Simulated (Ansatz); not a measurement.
A made-up structure of AlGeH4, doublet:

```csv
atom,x (Å),y (Å),z (Å)
Al1,-0.0474,-0.6503,-0.0111
Ge2,0.1414,2.0081,0.0311
H3,0.2917,3.4886,0.2868
H4,-1.3056,-1.2762,-0.7368
H5,0.6269,0.6739,-0.9570
H6,-0.5183,0.7245,0.9846
```

It is relaxed with PBE-D4/def2-SVP and then PBE0-D4/def2-TZVP (Ansatz 0.2.0). Atoms count as bonded within 1.22 times the sum of their covalent radii (H–H: 0.88 Å). The end point is not checked to be a true minimum.

(1) Does its bonding change? (Judge from chemistry; the calculation decides.)

## Answers

(1) The calculation gives: No: no bond forms or breaks.

Where it ends: The first stage lowers the energy by 2.12 eV in 17 steps. It ends as AlGeH₄ ([H]1[AlH]2[H][GeH]12):
Al1  (0.198, -0.238, 0.148)
Ge2  (-0.413, 2.295, -0.250)
H3  (0.940, 2.233, 0.596)
H4  (-0.772, -1.366, -0.452)
H5  (0.209, 1.016, -1.168)
H6  (-0.974, 1.028, 0.723)
(Å)

Labels in which every atom is bracketed show which atoms are joined, not bond orders.

For scale, one of the runs: PBE0-D4/def2-TZVP relaxation, 109 basis functions, launched by `ansatz run in.yaml --threads 2 --pin off --events-out ev --progress --plain --max-ram 4352MiB`. The run took about 26 s on 2 CPU threads of an Arm Neoverse V1 (shared host).
